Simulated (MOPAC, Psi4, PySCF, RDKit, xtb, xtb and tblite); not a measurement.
Relaxed torsion scan: SMILES C=Cc1cc(B)ccc1 (C₈H₉B). Scanned: dihedral C5–C6–C7–C8; all other coordinates were relaxed at GFN2-xTB. Points at φ and −φ are mirror images.

Geometry of the scan point at 160° (Å):
```
18

B      2.9331    -0.4050    -1.1771
C      1.6554     0.0033    -0.4111
C      1.6776     1.0075     0.5688
C      0.5348     1.3632     1.2593
C     -0.6648     0.7303     0.9880
C     -0.7399    -0.2650     0.0114
C     -2.0280    -0.8975    -0.2598
C     -2.3544    -1.5598    -1.3619
C      0.4253    -0.6141    -0.6652
H      2.8900    -1.2534    -1.9812
H      3.9473     0.1342    -0.9566
H      2.6108     1.5056     0.7884
H      0.5750     2.1355     2.0145
H     -1.5575     1.0113     1.5299
H     -2.7710    -0.7657     0.5180
H     -3.3336    -1.9885    -1.4909
H     -1.6676    -1.6950    -2.1801
H      0.3881    -1.4002    -1.4044
```

Levels: GFN2-xTB (xtb and tblite); PBE/def2-SVP // GFN2-xTB (Psi4); PBE-D3(BJ)/def2-SVP // GFN2-xTB (Psi4); UFF // GFN2-xTB (RDKit); PM3, restricted, heats of formation // GFN2-xTB (MOPAC); GFN1-xTB // GFN2-xTB (xtb); RKS-B3LYP/6-31G* = PySCF with restricted B3LYP/6-31G*, spherical d, density fitting // GFN2-xTB; RMP2/3-21G = restricted MP2 (frozen core)/3-21G // GFN2-xTB (PySCF); RHF/STO-3G = PySCF with restricted Hartree-Fock/STO-3G // GFN2-xTB; RKS-B3LYP/3-21G = PySCF 2.14.0 with restricted B3LYP/3-21G, density fitting // GFN2-xTB.

Least-squares fit of E(φ) = a0 + Σ (a_n cos nφ + b_n sin nφ), n = 1 to 4, to the 18 scan points, in kJ/mol above the lowest point of each profile (levels whose profile four harmonics don't fit are not listed):

| method | a0 | a1 | b1 | a2 | b2 | a3 | b3 | a4 | b4 | rms of fit |
|---|---|---|---|---|---|---|---|---|---|---|
| GFN2-xTB | 4.96 | -0.03 | 0.00 | -6.51 | 0.00 | -0.05 | 0.00 | 1.62 | 0.00 | 0.02 |
| PBE/def2-SVP | 9.45 | -0.24 | 0.00 | -10.54 | 0.00 | -0.17 | 0.00 | 1.57 | 0.00 | 0.06 |
| PBE-D3(BJ)/def2-SVP | 9.43 | -0.19 | 0.00 | -10.63 | 0.00 | -0.20 | 0.00 | 1.65 | 0.00 | 0.07 |
| UFF | 7.32 | 0.11 | 0.00 | -9.96 | 0.00 | 0.01 | 0.00 | 3.64 | 0.00 | 0.14 |
| PM3 | 1.70 | 0.00 | 0.00 | -2.24 | 0.00 | 0.14 | 0.00 | 0.66 | 0.00 | 0.17 |
| GFN1-xTB | 5.00 | 0.01 | 0.00 | -6.26 | 0.00 | -0.08 | 0.00 | 1.30 | 0.00 | 0.02 |
| RKS-B3LYP/6-31G* | 7.82 | -0.26 | 0.00 | -9.20 | 0.00 | -0.11 | 0.00 | 1.73 | 0.00 | 0.02 |
| RMP2/3-21G | 1.96 | -0.02 | 0.00 | -2.28 | 0.00 | -0.10 | 0.00 | 1.54 | 0.00 | 0.10 |
| RHF/STO-3G | 6.92 | -0.03 | 0.00 | -8.31 | 0.00 | -0.05 | 0.00 | 1.42 | 0.00 | 0.06 |
| RKS-B3LYP/3-21G | 6.02 | -0.15 | 0.00 | -7.16 | 0.00 | -0.13 | 0.00 | 1.39 | 0.00 | 0.02 |
